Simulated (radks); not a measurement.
Results of a calculation; reference values are marked as such.
Ionisation of In+, [Kr] 4d10 5s2, to In2+, [Kr] 4d10 5s1, under several functionals. Scalar-relativistic Kohn-Sham, spin-polarised, spherical densities, finite nucleus; open shells are filled with parallel spins first (spin-orbit coupling, left out, can overturn this in heavy ions); a radial shooting solver on a logarithmic mesh with Libxc functionals.

functional                                        E(In+) (hartree)  Exc (hartree)  IE (eV)  -e(HOMO) (eV)  <r> HOMO (bohr)  IE error (eV)
LDA (Slater exchange, Perdew-Zunger correlation)       -5876.09900     -154.07323   19.436         15.307            2.465         +0.566
B86b exchange with PBE correlation                     -5881.98658     -160.02060   19.005         14.960            2.480         +0.135
BP86                                                   -5882.38118     -160.41415   19.145         15.136            2.471         +0.275
BLYP                                                   -5881.91088     -159.93038   19.116         14.954            2.487         +0.245
r2SCAN                                                 -5882.10776     -159.88631   18.702         15.117            2.480         -0.168
SOGGA                                                  -5878.25892     -156.25628   18.828         14.845            2.474         -0.043

NIST Atomic Spectra Database: 18.870 eV (measured). Closest: SOGGA. The Delta-SCF values span 0.73 eV, the total energies 6.28 hartree. The highest occupied level is 5s.
